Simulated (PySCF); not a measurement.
Isomers of C6H15Al, from PBE0-D3(BJ)/def2-SVP geometry optimisation, gas phase in PySCF. One conformer each, no zero-point energy, no frequencies.

Task: Which isomer lies lower at this level?
A. AlMe2(iBu) (`CC([CH2][Al]([CH3])[CH3])C`): A = 2580, B = 1343, C = 1058 MHz, dipole 0.29 D
B. `[CH3:1][CH2:2][Al:3]([CH2:4][CH3:5])[CH2:6][CH3:7]` with C1–C2–Al3–C4 -139°, C2–Al3–C4–C5 -178°, C2–Al3–C6–C7 44° (triethylaluminum): A = 2213, B = 1276, C = 874.0 MHz, dipole 0.15 D

Result: A. That is `[CH2](C(C)C)[Al]([CH3])[CH3]` (AlMe2(iBu)), 9.7 kcal/mol below the other.

```csv
SMILES,mapped SMILES,E (Eh),relative (kcal/mol),relative (kJ/mol),dipole (D)
CC(C)[CH2][Al]([CH3])[CH3],–,-479.47213,0.0,0.0,0.29
C[CH2][Al]([CH2]C)[CH2]C,[CH3:1][CH2:2][Al:3]([CH2:4][CH3:5])[CH2:6][CH3:7],-479.45670,9.7,40.5,0.15
```
